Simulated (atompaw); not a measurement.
## What one change does to a pseudopotential (O (Z = 8), PAW (atompaw))

* Element: oxygen (O)
* Generator: atompaw 4.2.0.5
* Type: PAW
* Functional: PBE
* Relativity: non-relativistic
* Frozen core: [He]
* Valence charge: 6
* Reference configuration: 2s1 2p5
* Partial waves: 2s (bound): rc 0.80 bohr; 2s channel at 1.6 Ry: rc 0.80 bohr; 2p (bound): rc 1.80 bohr; 2p channel at 1.35 Ry: rc 1.80 bohr; 3d channel at 0.05 Ry: rc 1.80 bohr
* Local potential: troulliermartins scheme with l = 3 at 0.5 Ry, radius 1.80 bohr
* Core correction: smooth core density matched at 1.40 bohr
* Augmentation charge: sinc compensation charge, radius 1.45 bohr; PAW radius 1.80 bohr; waves and projectors: custom polynom vanderbiltortho

Change: all radii scaled by about 0.87 (s 0.70, p 1.56, d 1.56 bohr); local potential troulliermartins scheme with l = 3 at 0.5 Ry, radius 1.56 bohr; augmentation sinc compensation charge, radius 1.26 bohr; PAW radius 1.56 bohr; waves and projectors: custom polynom vanderbiltortho; core correction smooth core density matched at 1.22 bohr.

Cutoffs: the cutoffs (Ry, on a coarse ladder) from which the occupation-weighted sum of valence levels, in a spherical-Bessel basis at the reference potential, stays within 10 and 1 mRy of its value at 400 Ry; they do not see the model core or the augmentation charge, which bear on the density cutoff.

Q: What does the change do?

A: The potential gets harder (60 Ry and 90 Ry → 90 Ry and 110 Ry); a bound ghost appears in s, which as a rule spoils a file. A smaller radius makes the pseudo-wave follow the all-electron one further in, where it bends more sharply, so more plane waves are needed.

```csv
quantity,base,changed
"cutoff, loose",60 Ry,90 Ry
"cutoff, tight",90 Ry,110 Ry
loose cutoff by channel (10 mRy a level),"s 60 Ry, p 18 Ry","s 90 Ry, p 25 Ry"
bound ghosts,none,s
lowest overlap eigenvalue by channel,"s 0.82, p 0.95, d 1.00","s 0.92, p 0.96, d 1.00"
```

 A true bound ghost makes a file unfit for plane-wave use even where its test errors are small: the radial tests pick states by their node count and pass the ghost by. The cutoffs see the waves, projectors and local potential, not the compensation charge or the core.
